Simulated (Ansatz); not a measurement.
Born–Oppenheimer molecular dynamics of AlCl₃ (4 atoms, charge 0, multiplicity 1). It goes on from the last frame of an earlier run, with new velocities.

Method: Ansatz, RKS PBE0-D4/cc-pVDZ.

| Item | Value |
| --- | --- |
| ensemble | NVE (velocity Verlet) |
| time step | 1 fs |
| steps asked | 150 |
| starting velocities drawn for | 2000 K |
| seed | 189650 |

First frame:

```xyz
4
Properties=species:S:1:pos:R:3
Al 0.134 0.178 0.265
Cl 0.085 -0.332 2.368
Cl 1.926 0.046 -0.748
Cl -1.422 0.188 -1.159
```

Task: How far do the bonds stretch over the last three quarters of this one trajectory? (Pairs bonded in most of those frames.)

Result: 
```json
{"bond": "Al1–Cl2", "mean (Å)": "2.124", "spread (Å)": "0.089", "shortest": "1.96", "longest": "2.26"}
{"bond": "Al1–Cl3", "mean (Å)": "2.105", "spread (Å)": "0.053", "shortest": "2.01", "longest": "2.18"}
{"bond": "Al1–Cl4", "mean (Å)": "2.127", "spread (Å)": "0.092", "shortest": "1.99", "longest": "2.31"}
```

Mean temperature of the second half: 1683 K. The conserved energy stayed within 0.21 meV per atom of its start (net change 0.13 meV per atom), so the integration is sound. A run of 0.15 ps of so small a system gives no equilibrium averages.

Run time: 8 min on 1 thread of Arm Neoverse V1 (shared host), peak memory 0.16 GiB.
